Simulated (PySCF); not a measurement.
## How methods differ on the excitation energy of Sr

Sr [Kr] 5s2 (1S) → Sr [Kr] 5s1 5p1 (3P), as a difference of total energies. Calculation: PySCF 2.14, in aug-cc-pwCVTZ-X2C; scalar relativity by spin-free X2C-1e. Correlated levels: valence and next inner shell: [Ar] 3d10 frozen. The calculations carry no spin-orbit coupling.

```
                                method  excitation energy (cm⁻¹)
                                   UHF                    7830.6
    MP2 (valence and next inner shell)                     14358
SCS-MP2 (valence and next inner shell)                     14846
   CCSD (valence and next inner shell)                     14041
CCSD(T) (valence and next inner shell)                     14598
```

Errors of the correlated levels include the incompleteness of this basis and the frozen core.

For comparison: 14703 cm⁻¹ (measured; NIST levels, between the centres of gravity of the two terms).
